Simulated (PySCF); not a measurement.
A GIAO shielding run with PySCF 2.14 (density fitting, non-relativistic, gas phase) on SMILES CO[Si@@H](CF)O[SiH2]C, C$_{3}$H$_{11}$FO$_{2}$Si$_{2}$:

```
$ OMP_NUM_THREADS=1 python probes_run.py task.json out

{"job": {"kind": "nmr", "xc": "PBE0", "basis": "pcSseg-1"}, "charge": 0, "multiplicity": 1}
C     -2.846772    -1.336851     0.266102
O     -2.228528    -0.080285     0.238638
Si    -0.960471     0.367170    -0.660704
C     -0.552510     2.082373     0.062932
F      0.542806     2.622863    -0.586962
O      0.262328    -0.670895    -0.479659
Si     1.827012    -1.128259    -0.338070
C      2.806901     0.188434     0.604613
H     -3.449938    -1.481484    -0.632336
H     -3.489208    -1.375804     1.145916
H     -2.101343    -2.131755     0.320115
H     -1.236596     0.410145    -2.093479
H     -1.365580     2.797341    -0.069665
H     -0.290241     2.051457     1.123125
H      1.727283    -2.392308     0.397900
H      2.319123    -1.308637    -1.704968
H      3.868397    -0.040384     0.620651
H      2.684380     1.164859     0.141965
H      2.473155     0.271269     1.636424
```

Hardware: 1 thread of an Arm Neoverse V1, shared host. The job also computes population analyses, field gradients.

Q: How large is the calculation?

A: 82 electrons, 205 basis functions and 1112 auxiliary functions.

Q: How long does it take, and how much memory does it need?

A: 46 s of wall time, with 14 SCF cycles and 4 response iterations; peak memory 0.94 GiB. Times on a shared host scatter by some tens of per cent.
